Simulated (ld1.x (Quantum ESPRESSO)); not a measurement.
## Transferability test, PAW potential for Cr (Z = 24)

* Element: Cr (Z = 24)
* Generator: ld1.x (Quantum ESPRESSO) 7.5
* Type: PAW
* Functional: revPBE
* Relativity: scalar-relativistic
* Frozen core: [Ar]
* Valence charge: 6
* Reference configuration: 3d5.5 4s0.5 4p0
* Partial waves: 4s (bound): rcut 2.30, rcutus 3.05 bohr; 4s channel at 2.6 Ry: rcut 2.30, rcutus 3.05 bohr; 4p (bound, empty): rcut 3.15, rcutus 4.25 bohr; 4p channel at 0.35 Ry: rcut 3.15, rcutus 4.25 bohr; 3d (bound): rcut 1.65, rcutus 2.15 bohr; 3d channel at 4.85 Ry: rcut 1.65, rcutus 2.15 bohr
* Local potential: all-electron potential smoothed inside 1.95 bohr (lloc = -1)
* Core correction: Bessel-smoothed model core inside 1.25 bohr
* Augmentation charge: PSQ, radius 1.70 bohr

Energies are relative to the spin-unpolarised reference configuration 3d5.5 4s0.5 4p0; without spin polarisation the order of configurations can differ from experiment.

Give the all-electron excitation energy and the error of the potential for: 3d5 4s1 4p0; 3d5 4s0 4p0; 3d4 4s0 4p0; 3d3 4s0 4p0; 3d2 4s0 4p0; 3d4 4s2 4p0; 3d5 4s0.5 4p0.

```tsv
valence configuration	charge	ΔE all-electron (eV)	error AE − PS (meV)
3d5 4s1 4p0	0	-0.719	-7.1
3d5 4s0 4p0	+1	6.068	-2.6
3d4 4s0 4p0	+2	22.006	-152
3d3 4s0 4p0	+3	52.653	-1054
3d2 4s0 4p0	+4	100.924	-3587
3d4 4s2 4p0	0	-0.814	-123
3d5 4s0.5 4p0	+0.5	1.941	-2.5
```

Levels in the configuration 3d3 4s0 4p0:

```tsv
level	all-electron (eV)	pseudo (eV)
3d	-39.026	-40.586
```

These tests converged, but a pseudo level misses the all-electron one widely, so the file describes the atom poorly there or has found another state: 3d2 4s0 4p0: empty 4p by 6.8 eV (a node warning on the way).
